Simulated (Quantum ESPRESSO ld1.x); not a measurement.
Problem. Tc VI, 38 electrons, occupied as [Kr] 4d2. Calculated with ld1.x of Quantum ESPRESSO 7.5: Dirac Kohn-Sham, PBEsol, spin-unpolarised, spherical densities, point nucleus; open shells fill j = l - 1/2 first.

Spin-orbit splittings of the eigenvalues, e(l+1/2) - e(l-1/2), with zeta = 2 splitting/(2l+1) and mean radii in bohr:

| shell | occ. | splitting (eV) | zeta (eV) | <r> j=l-1/2 | <r> j=l+1/2 |
|---|---|---|---|---|---|
| 2p | 6 | 118.1 | 78.76 | 0.1271 | 0.1318 |
| 3p | 6 | 19.79 | 13.20 | 0.4090 | 0.4196 |
| 3d | 10 | 3.812 | 1.525 | 0.3965 | 0.4000 |
| 4p | 6 | 3.224 | 2.149 | 1.108 | 1.132 |
| 4d | 2 | ? | ? | 1.368 | 1.377 |

Estimate the 4d splitting.

Solution. 0.4318 eV (zeta = 0.1727 eV).
